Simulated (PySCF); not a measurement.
PySCF input (BP86/6-31G* with LANL2DZ past Ar (5d)):

```python
from pyscf import gto, dft

mol = gto.M(
    atom='''
    Se   -0.00000000   -0.00000000   -0.04223725
    H     0.00000000    0.00000000    1.43606650
    ''',
    basis={'default': '6-31g*', 'Se': 'lanl2dz'},
    ecp={'Se': 'lanl2dz'},
    charge=-1,
    spin=0,
    verbose=4,
)

mf = dft.RKS(mol, xc='bp86')
mf.grids.level = 3
mf.conv_tol = 1e-9
mf.max_cycle = 100
mf.max_memory = 1500
mf.kernel()
if not mf.converged:
    mf = mf.newton()
    mf.kernel(mf.make_rdm1())
mf.dip_moment()
```

Predict the final energy.

-9.87880 Eh.
